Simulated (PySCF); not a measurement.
Delta-SCF ions had no search for a lower state. Excitations are Tamm–Dancoff values on a coarser integration grid. The basis has no diffuse functions, so Rydberg states are missing or too high.

Cartesian coordinates (Å):
SMILES: B[SiH2]Cl
```xyz
7

B      1.1939     0.1383     0.0836
Si    -0.7519    -0.3268    -0.0237
Cl    -1.4795     1.6003    -0.3029
H      1.6854     0.4543     1.1254
H      1.8533     0.2214    -0.9090
H     -1.3773    -0.8756     1.2057
H     -1.1805    -1.1477    -1.1839
```
Charge 0, spin multiplicity 1.

Question: What is the computed HOMO, S1 excitation (TDA), LUMO, vertical ionisation energy (Delta-SCF) and S1 oscillator strength (PBE0-D4/def2-TZVP (PySCF 2.14.0))?

Answer: 
HOMO: -8.28 eV
S1 excitation (TDA): 4.07 eV
LUMO: -2.70 eV
vertical ionisation energy (Delta-SCF): 10.44 eV
S1 oscillator strength: 0.019
